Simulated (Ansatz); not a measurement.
H4Sn, triplet, at the geometry of the source list (a higher spin typed on purpose: for a closed-shell molecule this is an excited state) (all electrons, no relativity); HF/STO-3G (Ansatz, an electronic-structure program).

Ansatz was given this input:
Ansatz 0.2 input:
```yaml
crystal:
  periodic: [false, false, false]
  atoms:
    - {symbol: Sn, position_ang: [-0.00040000, -0.00240000, 0.00050000]}
    - {symbol: H, position_ang: [-1.07600000, 1.12680000, -0.50160000]}
    - {symbol: H, position_ang: [0.24570000, -1.08960000, -1.19940000]}
    - {symbol: H, position_ang: [-0.58840000, -0.76120000, 1.32790000]}
    - {symbol: H, position_ang: [1.41910000, 0.72650000, 0.37260000]}
basis:
  gaussian:
    orbitals: STO-3G
hamiltonian:
  xc: hf
magnetization: {spin_polarized: true, initial_magnetization: 2}
```

Output, abridged:

```
Functional definition: HF
414 factors; integrals over basis functions are off by at most 2.9e-5 eV
mean field evaluation 1: about -162317.1592 eV, gradient 5.1e0 eV
mean field evaluation 2: about -162317.2395 eV, gradient 5.1e0 eV
mean field evaluation 4: about -162317.8189 eV, gradient 1.4e0 eV
mean field evaluation 8: about -162317.7957 eV, gradient 7.0e-1 eV
mean field evaluation 16: about -162319.3200 eV, gradient 3.2e0 eV
mean field evaluation 32: about -162317.7829 eV, gradient 1.9e0 eV
mean field evaluation 64: about -162317.7298 eV, gradient 8.3e-1 eV
mean field evaluation 96: about -162321.2328 eV, gradient 2.0e-2 eV
mean field -162321.21736729 eV, -5965.1947129750 hartree, gradient 1.2e-5 eV, S^2 2.007059; 5 other end points of the search recorded, 0 dependent functions left out
reference -162321.21736729 eV, -5965.1947129750 hartree; 28, 26 occupied and 3, 5 virtual orbitals, 414 factors
Total energy: -162321.21736729 eV, -5965.1947129750 hartree
```
